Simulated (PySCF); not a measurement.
# Ionisation energy of Er by level of theory

Er [Xe] 4f12 6s2 [4f5/2^6 4f7/2^6, M_J = 6] → Er+ [Xe] 4f12 6s1 [4f5/2^6 4f7/2^6 6s1/2^1, M_J = 13/2], as a difference of total energies. Calculation: PySCF 2.14, in x2c-SVPall-2c (7s10p9d3f1g, 112 functions); the two-component X2C-1e Hamiltonian. Correlated levels: [Ar] 3d10 frozen; the 16 highest virtual spinors dropped. "Screened" scales the spin-orbit matrix elements by Boettger's factors to mimic the two-electron term; Breit and QED terms are absent.

```json
{"method": "GHF (spin-free)", "ionisation energy (eV)": "4.976", "error (eV)": "-1.132"}
{"method": "GMP2 (spin-free)", "ionisation energy (eV)": "5.847", "error (eV)": "-0.261"}
{"method": "GHF (screened spin-orbit)", "ionisation energy (eV)": "4.979", "error (eV)": "-1.129"}
{"method": "GMP2 (screened spin-orbit)", "ionisation energy (eV)": "5.850", "error (eV)": "-0.258"}
```

Reference: 6.108 eV (measured; NIST Atomic Spectra Database, ionization energies).

The spin-free rows relax to the high-spin LS determinant and lack the spin-orbit shift.

Errors of the correlated levels include the incompleteness of this basis and the frozen core.

The labels give the starting determinants; with spin-orbit coupling the two ends relaxed to ⟨J²⟩ = 42.02, ⟨L²⟩ = 30.19, ⟨S²⟩ = 2.08 and ⟨J²⟩ = 48.76, ⟨L²⟩ = 30.18, ⟨S²⟩ = 3.83.

MP2 underrates the near-degeneracy of ns² with np² in the lower species.
